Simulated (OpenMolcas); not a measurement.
Pd2+: moving or changing the point charges

Pd2+ among 6 point charges of -1 e arranged as an octahedron (Oh), 1.8 Å from the ion.
```
   1.8000    0.0000    0.0000  -1.00
   0.0000    1.8000    0.0000  -1.00
  -1.8000    0.0000    0.0000  -1.00
   0.0000   -1.8000    0.0000  -1.00
   0.0000    0.0000    1.8000  -1.00
   0.0000    0.0000   -1.8000  -1.00
```

* Program: OpenMolcas 26.06
* Method: SS-CASPT2, IPEA 0.25 Eh, imaginary shift 0.1 Eh (closed shells correlated: 4s 4p)
* Basis: ANO-RCC-VDZP [6s5p3d1f]
* Scalar Hamiltonian: DKH2, point nucleus
* Active space: 8 electrons in 5 orbitals (4d)
* State averaging: 2S+1 = 3 even, 10 roots; 2S+1 = 1 even, 15 roots
* Spin-orbit coupling: state interaction with AMFI integrals over the reference wave functions

Runs around this geometry, states (labels of O, the rotations of Oh). Energies in cm-1 above the lowest state or level, χT in cm3 K/mol; 10Dq and B are least-squares fits to the states below 45000 cm-1, weighted by degeneracy, with a free offset, and given where the rms deviation is under 5 % of |10Dq| (or 100 cm-1) and under 700 cm-1.

```json
{"R (Å)": "1.8", "q (e)": "-0.5", "Ground state": "3A2", "First state of that spin": "3T2 3550", "10Dq": "", "B (rms of fit)": "", "First gap with spin-orbit (degeneracies)": "3010 (3, 2)", "χT at 300 K": "2.398", "First state of another spin": "1E 11730"}
{"R (Å)": "1.63", "q (e)": "-1", "Ground state": "3A2", "First state of that spin": "3T2 12120", "10Dq": "12024", "B (rms of fit)": "856 (239)", "First gap with spin-orbit (degeneracies)": "10640 (3, 2)", "χT at 300 K": "1.547", "First state of another spin": "1E 13010"}
{"R (Å)": "1.8", "q (e)": "-1", "Ground state": "3A2", "First state of that spin": "3T2 8080", "10Dq": "8241", "B (rms of fit)": "824 (325)", "First gap with spin-orbit (degeneracies)": "7180 (3, 2)", "χT at 300 K": "1.793", "First state of another spin": "1E 12660"}
{"R (Å)": "1.88", "q (e)": "-1", "Ground state": "3A2", "First state of that spin": "3T2 6510", "10Dq": "", "B (rms of fit)": "", "First gap with spin-orbit (degeneracies)": "5750 (3, 2)", "χT at 300 K": "1.945", "First state of another spin": "1E 12510"}
```

Taking the first state of the same spin as R^-n, n = -ln(6510 / 12120) / ln(1.88 / 1.63) = 4.4 between the shortest and longest distance.

Scaling the charges by -0.5 / -1 = 0.50 scales the first state of the same spin by 3550 / 8080 = 0.44; with fixed orbitals a first-order splitting would follow the charge.

Roots that are degenerate in the reference are averaged as groups; the widest CASPT2 spread within a group is 490 cm-1 (the 3-fold group of multiplicity 3 near 8080 cm-1 above the lowest state of its run, R = 1.8, q = -1). Shifts and gaps below about the spread of the groups concerned are not significant. Real 4d8 and 5d8 ions are as a rule square planar and diamagnetic. Free-ion shares, where given, are those of the reference states; single-state CASPT2 does not remix them. This is an electrostatic model: the charges have no orbitals. No measured value stands beside these numbers.
